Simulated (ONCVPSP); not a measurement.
Reading a pseudo-wave (iodine (I))

Columns: radius, all-electron u(r) and pseudo u(r) of the 4s shell (level -180.59 eV) of iodine in the configuration [Ar] 3d10 4s2 4p6 4d10 5s2 5p5; PBE, scalar-relativistic, ONCV scheme, ONCVPSP 4.0.1.

```csv
r (bohr),all-electron,pseudo
0.065,0.4671,0.1260
0.130,0.0674,0.2581
0.195,-0.6398,0.3997
0.260,-0.7506,0.5499
0.325,-0.3835,0.7039
0.390,0.1562,0.8539
0.455,0.6607,0.9911
0.520,1.0373,1.1071
0.585,1.2652,1.1935
0.650,1.3632,1.2440
0.715,1.3622,1.2534
0.780,1.2940,1.2201
0.845,1.1862,1.1475
0.910,1.0586,1.0440
0.975,0.9259,0.9225
1.040,0.7971,0.7967
1.105,0.6777,0.6775
1.170,0.5704,0.5702
1.235,0.4761,0.4760
1.300,0.3947,0.3945
1.365,0.3253,0.3252
1.430,0.2669,0.2668
1.495,0.2181,0.2180
1.560,0.1776,0.1776
1.625,0.1442,0.1442
1.690,0.1168,0.1167
```

(1) How many radial nodes do the two functions have?

(2) At about which radius was the pseudo-wave matched?

(3) Where does each function peak?

(4) Is the pseudo-wave norm-conserving?

Results:

(1) The all-electron 4s function has n − l − 1 = 3 (the table is too coarse to show those close to the nucleus); the pseudo-wave has 0, since the states of the same l below it are removed with the core.

(2) 1.10 bohr, where the columns begin to agree (steps of 0.07 bohr).

(3) Outermost all-electron maximum near 0.65 bohr, pseudo maximum near 0.71 bohr (to the table’s step).

(4) Yes: the ONCV scheme keeps the norm inside the radius equal to the all-electron one, which fixes the energy derivative of the logarithmic derivative at the level.
